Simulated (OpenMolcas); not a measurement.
Mn5+: from RASSCF to RASPT2

- Program: OpenMolcas 26.06
- Basis: ANO-RCC-VQZP [7s6p4d3f2g1h]
- Scalar Hamiltonian: DKH2, point nucleus
- Active space: 8 electrons in 8 orbitals (RAS1 3p, at most 2 holes; RAS2 3d)
- State averaging: 2S+1 = 3 even, 10 roots; 2S+1 = 1 even, 15 roots
- Spin-orbit coupling: RASSI with atomic mean-field integrals over the reference wave functions, term energies averaged over their components

Methods on the same reference wave functions:
A. RASSCF
B. SS-RASPT2, IPEA 0.25 Eh, imaginary shift 0.1 Eh (closed shells correlated: 3s)

Energies in cm-1 above 3d2 3F2, the measured ground level; measured values from Corliss and Sugar, J. Phys. Chem. Ref. Data 6, 1253 (1977).

```json
{"Level": "3d2 3F2", "A": "0.0", "B": "0.0", "Measured": "0.0"}
{"Level": "3d2 3F3", "A": "753", "B": "757", "Measured": "746"}
{"Level": "3d2 3F4", "A": "1707", "B": "1710", "Measured": "1669"}
{"Level": "3d2 1D2", "A": "17232", "B": "15430", "Measured": "15336"}
{"Level": "3d2 3P0", "A": "20682", "B": "18440", "Measured": "17782"}
{"Level": "3d2 3P1", "A": "20953", "B": "18710", "Measured": "18057"}
{"Level": "3d2 3P2", "A": "21542", "B": "19320", "Measured": "18628"}
{"Level": "3d2 1G4", "A": "29581", "B": "25730", "Measured": "25511"}
{"Level": "3d2 1S0", "A": "61835", "B": "59580", "Measured": ""}
```

Deviations, from unrounded energies. A percentage is the sum of absolute deviations over the sum of measured energies, with the sign that they share, or ± where signs differ.

```csv
Against measurement,Levels,A,B
mean absolute deviation (cm-1),7,2100,340
fine structure of the ground term (%),2,+1.9,+2.1
other terms of the ground configuration (%),5,+15.4,+2.4
```

B lies closest to measurement on these levels. The largest miss of B in the table is 3d2 3P2, by +690 cm-1. The ranking rests on the paired levels alone, and a cruder setting can come out closer through cancelling errors.

From A to B the spin-free energies of the other terms of 3d2 shown, above 3F, scale by factors of 0.87 to 0.96, as is usual when dynamic correlation screens the repulsion within a d or f shell.

The lowest spin-free term lies below A's lowest term by 0.239 hartree in B.

CASPT2 does not keep the components of a term degenerate, so their means are used; among the terms shown or strongly mixed into the levels shown the widest spread is 310 cm-1 (3d2 1G, B). Active for correlation alone: 3p; no level in the range computed is led by a configuration that opens it, so any true level of that kind is missing. Without dynamic correlation excited terms often stand tens of per cent too high (terms of higher spin than the ground term too low), and those without a measured partner can miss by more than the paired ones (holds for A). Computed and measured levels are paired by configuration, term and J; levels that our copy of the source lacks, or whose pairing is in doubt (as where it misses far off the trend of its configuration), stay unpaired and out of the deviations. Only configurations of the active space appear.
